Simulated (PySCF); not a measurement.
Compound: C7H8NS (doublet state).
Structure used (GFN2-xTB), in Å, numbered top down from 1:
```
atom  x, y, z in Å
C1     3.6308    0.3706   -0.4135
C2     2.6754   -0.4340    0.4191
C3     1.3927   -0.2711    0.4358
C4     0.0892   -0.0293    0.4513
N5    -0.8565   -0.5559   -0.3123
C6    -2.0695   -0.0971   -0.0336
C7    -3.2512   -0.5933   -0.7952
C8    -2.1393    0.8318    0.9897
S9    -0.5990    1.1648    1.6589
H10    4.3699    0.8445    0.2310
H11    3.1037    1.1359   -0.9758
H12    4.1562   -0.2850   -1.1068
H13    3.1342   -1.2100    1.0246
H14   -4.0493    0.1447   -0.7899
H15   -2.9584   -0.8142   -1.8182
H16   -3.6227   -1.5127   -0.3434
H17   -3.0132    1.3224    1.3685
```

Identity: `C/C=[C]\c1nc(C)cs1` [radical].

Computed, not measured: UKS B3LYP, pcH-1 on C H N S, non-relativistic, mean-field spin-orbit, GIAO in PySCF 2.14.0. Isolated species at its GFN2-xTB geometry, gas phase. Couplings are sensitive to structure, and on GFN2-xTB geometries they can be far from those on DFT ones. Stability of the SCF solution: not tested. ⟨S²⟩ is 0.776 where a pure state has 0.75.

Problem. The isotropic 13C couplings are +51.8, +45.1, -44.7, -33.6, +31.9, -24.8, +1.5 MHz. Assign them to C1; C2; C3; C4; C6; C7; C8.

Solution. 
| site | a_iso (MHz) | ρ(0) (bohr⁻³) | position | distance from C3 (Å) | spin population | largest \|T\| (MHz) |
| --- | --- | --- | --- | --- | --- | --- |
| C1 | +51.8 | +0.0461 | 2 bonds from C3 | 2.48 | +0.04 | 7.4 |
| C2 | -33.6 | -0.0299 | 1 bond from C3 | 1.29 | -0.09 | 9.1 |
| C3 | +45.1 | +0.0402 | largest spin population | 0.00 | +0.54 | 83.5 |
| C4 | -44.7 | -0.0398 | 1 bond from C3 | 1.33 | -0.17 | 22.0 |
| C6 | -24.8 | -0.0221 | 1 bond from C8 | 3.50 | -0.11 | 14.6 |
| C7 | +1.5 | +0.0013 | 2 bonds from C8 | 4.82 | +0.01 | 0.7 |
| C8 | +31.9 | +0.0282 | a main spin site | 3.74 | +0.35 | 60.6 |

ρ(0) is the spin density at the nucleus and T the dipolar tensor; a_iso includes a spin–orbit part; entries for several nuclei are means. The largest Mulliken spin populations are on C3 (+0.54), C8 (+0.35), N5 (+0.27) and C4 (-0.17). The positive populations add up to 1.39 and the negative ones to -0.39, together 2S = 1. Main spin sites, with 60 % or more of the largest population: C3, C8; positions count bonds from the nearest.

β density exceeds α density at some nuclei, such as C4 (-0.0398), C2 (-0.0299) and C6 (-0.0221), spin density in bohr⁻³. In a single determinant that takes different orbitals for the two spins, that is spin polarisation.

Nuclei that the bonding pattern makes equivalent are averaged, as if the motion that swaps them (rotation, inversion, ring flip) were fast. The three 1H nuclei of mean -5.2 MHz run from -9.3 to -2.8 MHz in the frozen geometry.

The SMILES `C/C=[C]\c1nc(C)cs1` draws the unpaired electron on C3, whose computed spin population is only +0.54.
